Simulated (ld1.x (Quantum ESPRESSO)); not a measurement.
## Configuration tests for tellurium (Te) (TM semilocal)

- Element: Te (Z = 52)
- Generator: ld1.x (Quantum ESPRESSO) 7.5
- Type: norm-conserving Troullier–Martins (semilocal form)
- Functional: PW91
- Relativity: scalar-relativistic
- Frozen core: [Kr]
- Valence charge: 16
- Reference configuration: 4d10 5s2 5p4
- Partial waves: 5s (bound): rc 1.45 bohr; 5p (bound): rc 2.20 bohr; 4f channel at 0.05 Ry: rc 2.20 bohr; 4d (bound): rc 1.05 bohr
- Local potential: the d channel
- Core correction: a·sin(br)/r model core, default radius (core density twice the valence density)

Energies are relative to the spin-unpolarised reference configuration 4d10 5s2 5p4; without spin polarisation the order of configurations can differ from experiment. The frozen-core shift is the all-electron ΔE with the core orbitals held at their reference shape minus the fully relaxed ΔE.

Question: Give the all-electron excitation energy and the error of the potential for: 4d10 5s2 5p3; 4d10 5s2 5p2; 4d10 5s2 5p1; 4d10 5s1 5p5; 4d9 5s2 5p5; 4d10 5s2 5p3.5; 4d10 5s2 5p0.

Answer:

| valence configuration | charge | ΔE all-electron (eV) | error AE − PS (meV) | frozen-core shift (meV) |
| --- | --- | --- | --- | --- |
| 4d10 5s2 5p3 | +1 | 9.785 | -0.6 | +1.9 |
| 4d10 5s2 5p2 | +2 | 27.784 | +2.5 | +6.3 |
| 4d10 5s2 5p1 | +3 | 54.777 | +9.5 | +15 |
| 4d10 5s1 5p5 | 0 | 9.281 | -4.1 | +0.6 |
| 4d9 5s2 5p5 | 0 | 38.255 | -252 | +153 |
| 4d10 5s2 5p3.5 | +0.5 | 3.924 | -0.6 | +0.7 |
| 4d10 5s2 5p0 | +4 | 91.371 | +15 | +32 |
